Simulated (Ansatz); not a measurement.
`[NH2][AlH][CH]1CC1` → `N/C=C/[CH2][AlH2]`  (isomerisation)

Gas-phase electronic energies from Ansatz, PBE0-D4/def2-TZVP geometries. CCSD(T)/CBS is the MP2 limit (def2-TZVPP, def2-QZVPP) plus CCSD(T) − MP2 in def2-TZVPP, frozen cores. DFT in def2-TZVPP. B3LYP here is the variant with VWN-RPA as its local correlation; programs differ in this. One conformer a species, not always the lowest.

| level | ΔE (eV) |
| --- | --- |
| PBE-D4 | 0.90 |
| B3LYP-D4 | 0.99 |
| B3LYP | 1.02 |
| SCS-MP2/def2-TZVPP | 1.22 |

(1) What does CCSD(T)/CBS give? (An estimate is asked.)

Largest T1 diagnostic among the species: 0.012.

Results:

(1) Computed: +1.15 eV. The listed levels differ from it by -0.25, -0.16, -0.13, 0.07 eV.

From PBE to PBE0 (25 % exact exchange), in def2-TZVPP and without D4, ΔE moves by +0.12 eV.
